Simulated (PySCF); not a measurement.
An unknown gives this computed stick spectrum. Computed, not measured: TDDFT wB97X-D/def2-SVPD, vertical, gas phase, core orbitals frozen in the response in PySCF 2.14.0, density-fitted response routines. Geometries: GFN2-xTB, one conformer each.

```json
{"state": "S1", "E (eV)": "7.42", "f": "0.012"}
{"state": "S2", "E (eV)": "7.84", "f": "0.022"}
{"state": "S3", "E (eV)": "7.99", "f": "0.0029"}
{"state": "S4", "E (eV)": "8.14", "f": "0.0009"}
{"state": "S5", "E (eV)": "8.16", "f": "0.018"}
{"state": "S6", "E (eV)": "8.22", "f": "0.011"}
{"state": "S7", "E (eV)": "8.33", "f": "0.0072"}
{"state": "S8", "E (eV)": "8.45", "f": "0.043"}
```

Question: Which candidate is it? All have the formula C4H9ClOSi.
A. `CO[Si@@H](Cl)C1CC1`
B. `CO[C@@H]1C[C@@H]1[SiH2]Cl`
C. `C=C(C)O[SiH2]CCl`

Answer: B. Its S1 lies at 7.42 eV; the nearest of the others has S1 at 7.69 eV. S1 is HOMO→LUMO (57%), HOMO→LUMO+1 (28%). Löwdin shares by element: HOMO carbon 40% or more, oxygen 36% (atoms not listed hold the other 24%); LUMO carbon 25% or more, silicon 17%, oxygen 8% (atoms not listed hold the other 50%). At the same level the other candidates give, for their lowest levels:
- `CO[Si@@H](Cl)C1CC1`: 7.69 eV (f 0.018); 8.09 eV (f 0.000); 8.16 eV (f 0.010); 8.23 eV (f 0.011); 8.45 eV (f 0.012); T1 7.38 eV; HOMO -10.08, LUMO 2.20 eV
- `C=C(C)O[SiH2]CCl`: 6.58 eV (f 0.016); 7.02 eV (f 0.184); 7.10 eV (f 0.137); 7.18 eV (f 0.008); 7.45 eV (f 0.002); T1 4.59 eV; HOMO -8.91, LUMO 1.84 eV

Shape of the structure used: `[CH3:1][O:2][C@@H:3]1[CH2:4][C@@H:5]1[SiH2:6][Cl:7]`: C1–O2–C3–C4 -79°, C4–C5–Si6–Cl7 118°.
Triplets come from the Tamm–Dancoff approximation.
